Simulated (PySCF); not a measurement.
## Structure from 2D NMR

Compound of formula C₅H₉BF₂. Correlations simulated from computed shifts and couplings:

HSQC (one-bond C–H):
```tsv
δH	δC	1J(C,H) (Hz)
4.92	105.1	168
4.74	105.1	163
2.14	33.8	132
1.85	26.7	133
1.02	11.3	125
```

COSY cross peaks (|J| ≥ 2 Hz):
```tsv
δH	δH	abs. J (Hz)	bonds
4.92	2.14	2.5	4
4.74	2.14	2.7	4
2.14	1.02	8.4	3
```

HMBC (two and three bonds, |J| ≥ 2.5 Hz):
```tsv
δH	δC [abs. J in Hz]
4.92	33.8 [10.1], 26.7 [7.5]
4.74	33.8 [5.5], 26.7 [11.8]
2.14	148.0 [7.2], 105.1 [5.2], 11.3 [3.3]
1.85	148.0 [5.8], 105.1 [6.4], 33.8 [4.7]
1.02	148.0 [6.1], 33.8 [4.4]
```

Carbons without hydrogens: δ 148.0.

Theory: J: B3LYP/pcJ-1 (spin–dipole term only in couplings to heteroatoms), geometry from PBE0-D3(BJ)/def2-SVP, σ from GIAO-KT2/pcSseg-1, in PySCF 2.14.0 with density-fitted response routines (non-relativistic, isolated molecule, a single conformation, rapidly exchanging positions averaged).

References, each an isolated molecule treated in the same way: TMS for 1H (σref 31.18) and 13C (σref 183.22).

Exchangeable hydrogens are left out of these lists, and C,H couplings along chains are those of one rotamer, so weak HMBC peaks may be missing or extra.

Question: Which molecule is this?

Answer: `C=C(C)CCB(F)F`.

Mapped SMILES: `[CH2:1]=[C:2]([CH3:3])[CH2:4][CH2:5][B:6]([F:7])[F:8]`; H(Xn) means a hydrogen on atom n. Ha(C1) is cis to C3; Hb(C1) is trans to C3.

1. δC 148.0 is C2, a fully substituted alkene carbon.
2. δC 105.1 is C1, a terminal =CH2 carbon (δH 4.74, 4.92).
3. δC 33.8 is C4, an allylic sp3 CH2 (δH 2.14).
4. δC 26.7 is C3, an allylic methyl carbon (δH 1.85).
5. δC 11.3 is C5, an sp3 CH2 bonded to B (δH 1.02).
6. HMBC from δH 2.14 reaches the proton-free carbon C2.
7. HMBC from δH 1.85 reaches the proton-free carbon C2.
8. HMBC from δH 1.02 reaches the proton-free carbon C2.
9. COSY links 4.92–2.14, 4.74–2.14, 2.14–1.02.

This is the structure that produced the data.

A carbon bonded to boron is broadened by the quadrupolar boron nucleus and is often missing from a measured spectrum. Unscaled 3J(H,H) at this level run about 10 % above measured values. Shifts are as computed. Against solution values, carbons near 30 ppm lie about +2 ppm off and those near 130 ppm about -5 ppm. Of 1313 compounds with measured shifts, 239 miss one by over three times the rms of a fit or turn the order of signals round; such compounds aren't used in these exercises. Across freely rotating sp3–sp3 bonds, 3J(H,H) is taken as (2 J gauche + J anti)/3 from the one conformer, which assumes equal rotamer populations. Only one conformer was computed, so three-bond couplings in flexible chains and rings are approximate.
